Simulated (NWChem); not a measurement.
Molecule: CH$_{4}$BeS; SMILES [BeH][S]C

```xyz
7

Be    -0.6888    -1.6277     0.0003
H     -1.5742    -2.6352    -0.0003
S      0.5962    -0.2064     0.0000
C     -0.5122     1.2769     0.0004
H     -1.2148     1.2674    -0.8536
H      0.1489     2.1580    -0.1001
H     -1.0713     1.3618     0.9508
```
Atoms are numbered in this order, from 1.

All runs: NWChem. Coordinates come from a PBE-D3(BJ)/def2-SVP optimisation. B3LYP is NWChem's, with the RPA form of VWN correlation.

For level N12/def2-TZVP:

highest occupied level (eV): -5.78
orbital gap (eV): 4.19

Problem. What are these values for level B3LYP/def2-TZVP?

Solution. The highest occupied level (eV) comes out as -6.87 and the orbital gap (eV) is 5.60.
